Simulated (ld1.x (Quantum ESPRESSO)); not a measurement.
The numbers below are computed, except where a source is named.
Potentials for S compared

Generated with ld1.x 7.5 (TM, RRKJ, ultrasoft, PAW), atompaw 4.2 or ONCVPSP 4.0.1. The cutoff is in Ry: for ld1.x and atompaw files where the sum of valence levels is converged to 10 mRy in a Bessel basis, for ONCV files where the hardest occupied wave has 1 mHa per electron of residual kinetic energy. The error is the largest all-electron minus pseudo excitation energy over each file’s own four to seven test configurations (ionisations up to +4, promotions, holes and added fractions of an electron), all of which were solved. The labels leave out finer settings (local radius, basis sizes, second energies), which also bear on the numbers. Spin-polarised tests are not counted. The rows are a selection from randomly drawn settings: files with unsolved tests, undetermined cutoffs or missed reference levels are left out.

```csv
potential,cutoff (Ry),largest error (meV),bound ghosts
"TM, revPBE, non-relativistic, rc 1.35/1.10/1.25 (spd), local s, core correction yes, reference 3s2 3p4",90,+133,none
"TM semilocal, PBE, scalar-relativistic, rc 1.15/1.35 (sp), local p, core correction no, reference 3s2 3p3",55,+50,none
"TM, BP86, scalar-relativistic, rc 1.50/1.20 (sp), local smoothed, core correction yes, reference 3s2 3p3.75",70,+93,none
"PAW, PBEsol, non-relativistic, rc 1.25/1.60/1.65 (spd), local smoothed, core correction yes, reference 3s2 3p4",25,-26,none
```

Question: Fill in the row for S: TM, LDA (PZ), non-relativistic, rc 1.10/1.75/1.60 (spd), local smoothed, core correction yes, reference 3s2 3p3.75.

Answer: cutoff 60 Ry, largest error +96 meV, bound ghosts: none.

Question: Fill in the row for S: RRKJ, PBE, scalar-relativistic, rc 1.20/1.30/1.30 (spd), local s, core correction yes, reference 3s2 3p3.75.

Answer: cutoff 50 Ry, largest error +194 meV, bound ghosts: none.

Question: Fill in the row for S: TM, revPBE, scalar-relativistic, rc 1.05/1.10/0.85 (spd), local s, core correction no, reference 3s1.75 3p4.25.

Answer: cutoff 100 Ry, largest error +148 meV, bound ghosts: none.
